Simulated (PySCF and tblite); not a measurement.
Results of a calculation; reference values are marked as such.
C₉H₁₂O₃, numbered as in [CH3:1][O:2][C:3](=[O:4])[c:5]1[cH:6][cH:7][c:8]([CH:9]([CH3:10])[CH3:11])[o:12]1. Search: ETKDG and KDG, MMFF94s, GFN2-xTB, 150 starts; geometries at GFN2-xTB. Weights use PBE0-D3(BJ)/6-31G* energies plus GFN2-xTB zero-point and thermal terms (modes under about 100 cm⁻¹ blended into free rotors). Symmetry numbers and mirror images are counted. Conformers within 2.5 kcal/mol (GFN2-xTB free energy) were kept, 4 at most. GIAO shieldings: PBE0/6-31G*. Shifts are against TMS (¹H), TMS (¹³C) at the same level. Programs: PySCF with density fitting and tblite.

Torsions listed: C1–O2–C3–O4, O2–C3–C5–O12, O12–C8–C9–C10.

```tsv
conformer	shape	point group	mirror pair	ΔE(DFT)	Δ(G−E) at 350 K	δ H6 (ppm)
1	0°, 0°, -61°	Cs	no	0.00	0.00	7.18
2	0°, 180°, -61°	Cs	no	0.31	0.01	6.97
3	0°, 0°, 119°	Cs	no	0.84	-0.20	7.30
4	0°, 180°, 119°	Cs	no	1.18	-0.19	7.08
```

Energies in kcal/mol; the thermal term leaves out symmetry numbers and mirror images.

Task: Work out the weights at 350 K and the ¹H shift of H6 under fast exchange.

Result: RT = 0.696 kcal/mol. Each conformer gets RT ln(σ/g), with σ the rotational symmetry number and g = 2 for a mirror pair: 1: σ = 1, g = 1, G = 0.00 + 0.00 + 0.00 = 0.00, 0.00 above the lowest, exp(−ΔG/RT) = 1.000; 2: σ = 1, g = 1, G = 0.31 + 0.01 + 0.00 = 0.32, 0.32 above the lowest, exp(−ΔG/RT) = 0.634; 3: σ = 1, g = 1, G = 0.84 − 0.20 + 0.00 = 0.64, 0.64 above the lowest, exp(−ΔG/RT) = 0.400; 4: σ = 1, g = 1, G = 1.18 − 0.19 + 0.00 = 0.98, 0.98 above the lowest, exp(−ΔG/RT) = 0.244. The sum is 2.278, so the weights are 43.9, 27.8, 17.6, 10.7 %. The averaged shift is 7.13 ppm. At 298.15 K it is 7.13 ppm. At 298.15 K the leading conformer alone gives 7.18 ppm and bare DFT energies give 7.13 ppm.

The minima are those of GFN2-xTB; planar forms about aryl–S or allylic bonds may be saddles in DFT.


Conformer gaps in 6-31G* on xTB geometries can be 2 kcal/mol off for S=O, P=O and other polar bonds.